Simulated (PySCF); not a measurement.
The same groups moved round the core (benzothiophene boryl+vinyl). Isolated molecules, 0 K electronic values unless said otherwise. One relaxed conformer stands for each flexible species; it need not be the lowest. Strings in code marks are SMILES.

All values below come from TPSSh-D3(BJ)/def2-TZVP // B3LYP-D3(BJ)/def2-SVP run with PySCF. All candidates: neutral, multiplicity 1. Delta-SCF ions had no search for a lower state. Excitations are Tamm–Dancoff values on a coarser integration grid. The basis has no diffuse functions, so Rydberg states are missing or too high.

```json
{
  "S1 excitation (TDA)": "3.55 eV",
  "brightest of the four lowest singlets (TDA)": "4.59 eV",
  "vertical ionisation energy (Delta-SCF)": "7.85 eV"
}
```

Q: Name which member has these values.
A) `Bc1cc(C=C)c2sccc2c1`
B) `Bc1cc2cc(C=C)ccc2s1`
C) `Bc1c(C=C)ccc2sccc12`
D) `Bc1cc(C=C)cc2sccc12`

A: C, `Bc1c(C=C)ccc2sccc12`. The others give `Bc1cc(C=C)c2sccc2c1`: 3.48 eV, 4.09 eV, 7.73 eV; `Bc1cc(C=C)cc2sccc12`: 3.33 eV, 4.47 eV, 7.70 eV; `Bc1cc2cc(C=C)ccc2s1`: 3.21 eV, 4.77 eV, 7.77 eV
